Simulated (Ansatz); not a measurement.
Consider the β-hydride elimination: `C[O][Mg][OH]` → `[OH][MgH]` + `C=O`.

Program: Ansatz. Geometries: PBE0-D4/def2-TZVP. ΔE: electronic, gas phase. CCSD(T)/CBS adds triple-zeta CCSD(T) − MP2 to the extrapolated MP2 energy (def2 sets, frozen cores). This one scheme is used for every species. Functionals use def2-TZVPP. For Mg outer-core shells are correlated without core-valence functions, which leaves a few kJ/mol of doubt a bond. One conformer a species, not always the lowest.

| species | ωB97X-V energy (Eh) |
| --- | --- |
| `C[O][Mg][OH]` | -391.09336 |
| `[OH][MgH]` | -276.50053 |
| `C=O` | -114.51083 |

Task: Work out ΔE.

Result: ΔE = (-276.50053) + (-114.51083) − (-391.09336) = 0.08200 Eh = +2.23 eV. CCSD(T)/CBS gives +2.30 eV.

Largest T1 diagnostic among the species: 0.015.

From BLYP to BHLYP (50 % exact exchange), in def2-TZVPP and without D4, ΔE moves by +0.32 eV. The D4 term adds +0.06 eV with B3LYP and +0.03 eV with PBE0; it sums over pairs of atoms, weighted by their polarisabilities, and B3LYP, whose exchange is more repulsive, gets the larger term.

B3LYP here is the variant with VWN-RPA as its local correlation; programs differ in this.
